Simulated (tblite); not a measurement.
Species: C7H13P.
SMILES with atom numbers: `[CH3:1][C:2]1=[C:3]([CH3:4])[CH2:5][P:6]([CH3:7])[CH2:8]1` (hydrogens: H9, H10, H11 on C1; H12, H13, H14 on C4; H15, H16 on C5; H17, H18, H19 on C7; H20, H21 on C8)

Computed with GFN2-xTB (tblite), gas phase: L-BFGS steps from a force-field or distance-geometry start until the largest atomic force falls under 0.01 eV/Å.

Step 7: E = -656.5115 eV
```
atom  x, y, z in Å  |  force x, y, z in eV/Å
C1     -1.4316    1.7397    0.5442    0.017   0.077   0.007
C2     -0.6130    0.6859   -0.1254   -0.068  -0.141   0.059
C3     -0.6801   -0.6301    0.0530   -0.010   0.147   0.025
C4     -1.5864   -1.3838    0.9696   -0.041  -0.033  -0.004
C5      0.2641   -1.4520   -0.7795   -0.049  -0.065   0.046
P6      1.5162   -0.2780   -1.5005    0.020  -0.022  -0.050
C7      2.6021   -0.1290   -0.0040    0.064   0.007  -0.082
C8      0.3946    1.1613   -1.1343   -0.033   0.087   0.031
H9     -1.9687    2.3224   -0.2059   -0.006  -0.013   0.043
H10    -0.7759    2.4238    1.0869   -0.057  -0.010   0.002
H11    -2.1501    1.3171    1.2421    0.024   0.047  -0.037
H12    -0.9942   -1.9628    1.6794   -0.033   0.003   0.017
H13    -2.1920   -2.0862    0.3936    0.004   0.031   0.046
H14    -2.2486   -0.7220    1.5239    0.036  -0.075  -0.033
H15    -0.2787   -1.9756   -1.5708   -0.035   0.067  -0.132
H16     0.7546   -2.2274   -0.1901    0.127  -0.035   0.077
H17     3.1916   -1.0412    0.0741    0.034   0.020   0.034
H18     3.2795    0.7090   -0.1663    0.022  -0.030   0.046
H19     2.0447    0.0259    0.9180   -0.093  -0.004  -0.056
H20    -0.1035    1.5066   -2.0443   -0.047  -0.097  -0.098
H21     0.9666    2.0133   -0.7643    0.125   0.038   0.060
```

Step 8: E = -656.5160 eV
```
atom  x, y, z in Å  |  force x, y, z in eV/Å
C1     -1.4317    1.7402    0.5441   -0.003   0.115   0.028
C2     -0.6148    0.6863   -0.1240   -0.050  -0.159   0.064
C3     -0.6806   -0.6293    0.0555   -0.009   0.149  -0.003
C4     -1.5862   -1.3840    0.9695   -0.080  -0.053   0.021
C5      0.2625   -1.4493   -0.7783    0.013  -0.066   0.012
P6      1.5166   -0.2783   -1.5010    0.019  -0.021  -0.074
C7      2.6056   -0.1296   -0.0070    0.044   0.011  -0.095
C8      0.3929    1.1588   -1.1319    0.031   0.076  -0.009
H9     -1.9699    2.3239   -0.2034   -0.009  -0.006   0.009
H10    -0.7787    2.4255    1.0877   -0.032  -0.007   0.004
H11    -2.1503    1.3201    1.2413   -0.004   0.016  -0.005
H12    -0.9972   -1.9629    1.6802    0.003  -0.019   0.035
H13    -2.1929   -2.0864    0.3956    0.005   0.021   0.019
H14    -2.2490   -0.7250    1.5243    0.013  -0.034  -0.017
H15    -0.2771   -1.9676   -1.5755   -0.039   0.040  -0.093
H16     0.7596   -2.2209   -0.1903    0.093  -0.075   0.070
H17     3.1949   -1.0408    0.0770    0.032   0.008   0.025
H18     3.2831    0.7092   -0.1630    0.014  -0.028   0.032
H19     2.0368    0.0246    0.9062   -0.088   0.006   0.019
H20    -0.1036    1.4963   -2.0453   -0.044  -0.049  -0.084
H21     0.9711    2.0061   -0.7621    0.092   0.076   0.040
```

Step 9: E = -656.5187 eV
```
atom  x, y, z in Å  |  force x, y, z in eV/Å
C1     -1.4318    1.7419    0.5444   -0.019   0.080   0.029
C2     -0.6166    0.6860   -0.1224   -0.005  -0.070   0.034
C3     -0.6812   -0.6284    0.0575   -0.004   0.056  -0.015
C4     -1.5867   -1.3848    0.9697   -0.060  -0.045   0.033
C5      0.2616   -1.4491   -0.7772    0.051  -0.044  -0.011
P6      1.5166   -0.2788   -1.5023    0.009  -0.012  -0.066
C7      2.6081   -0.1299   -0.0101    0.004   0.004  -0.057
C8      0.3921    1.1588   -1.1304    0.058   0.039  -0.028
H9     -1.9708    2.3248   -0.2017   -0.015   0.010  -0.022
H10    -0.7809    2.4267    1.0886    0.001   0.013   0.016
H11    -2.1505    1.3225    1.2405   -0.029  -0.003   0.023
H12    -0.9992   -1.9632    1.6812    0.021  -0.032   0.039
H13    -2.1935   -2.0863    0.3971   -0.007  -0.005  -0.011
H14    -2.2491   -0.7278    1.5243   -0.020   0.006   0.009
H15    -0.2769   -1.9616   -1.5804   -0.023   0.023  -0.032
H16     0.7647   -2.2181   -0.1890    0.041  -0.073   0.036
H17     3.1977   -1.0403    0.0793    0.023   0.003   0.014
H18     3.2860    0.7090   -0.1603    0.012  -0.016   0.017
H19     2.0304    0.0238    0.8983   -0.058   0.006   0.025
H20    -0.1046    1.4887   -2.0476   -0.023  -0.014  -0.039
H21     0.9759    2.0031   -0.7599    0.041   0.072   0.008
```

Task: Estimate the geometry and energy of step 10. (The exact step hangs on the optimiser's Hessian estimate; all steps are aligned on step 9, rigid shifts and turns removed.)

Result: E = -656.5198 eV, largest force 0.053 eV/Å
```
atom  x, y, z in Å  |  force x, y, z in eV/Å
C1     -1.4321    1.7435    0.5449   -0.019   0.027   0.016
C2     -0.6173    0.6857   -0.1215    0.025   0.009   0.007
C3     -0.6816   -0.6280    0.0581    0.004  -0.018  -0.011
C4     -1.5876   -1.3859    0.9702   -0.020  -0.023   0.026
C5      0.2620   -1.4502   -0.7768    0.048  -0.020  -0.011
P6      1.5166   -0.2792   -1.5040    0.004  -0.003  -0.040
C7      2.6088   -0.1300   -0.0119   -0.018  -0.003  -0.017
C8      0.3926    1.1599   -1.1303    0.046   0.011  -0.021
H9     -1.9714    2.3253   -0.2015   -0.014   0.017  -0.028
H10    -0.7816    2.4274    1.0892    0.014   0.025   0.021
H11    -2.1509    1.3235    1.2405   -0.032  -0.001   0.028
H12    -0.9997   -1.9638    1.6823    0.016  -0.029   0.030
H13    -2.1940   -2.0864    0.3975   -0.015  -0.020  -0.021
H14    -2.2495   -0.7288    1.5244   -0.032   0.017   0.019
H15    -0.2773   -1.9590   -1.5829   -0.005   0.015   0.006
H16     0.7674   -2.2187   -0.1877    0.006  -0.053   0.003
H17     3.1991   -1.0400    0.0805    0.012   0.006   0.007
H18     3.2873    0.7087   -0.1590    0.008  -0.008   0.008
H19     2.0273    0.0236    0.8956   -0.031   0.001  -0.003
H20    -0.1055    1.4856   -2.0493   -0.003   0.000  -0.003
H21     0.9786    2.0036   -0.7588    0.007   0.049  -0.017
```

The energy changes by -0.0011 eV. The first-order estimate −F·Δx gives -0.0016 eV and the mean of the old and new forces, exact on a quadratic surface, -0.0011 eV. The step makes an angle of 51° with the force vector and moves no atom by more than 0.004 Å.

What follows is the cost of the whole relaxation. On one thread, Arm Neoverse V2 (aarch64), no GPU, shared host with 32 logical CPUs at a one-minute load of 20, this took 0.17 s wall.
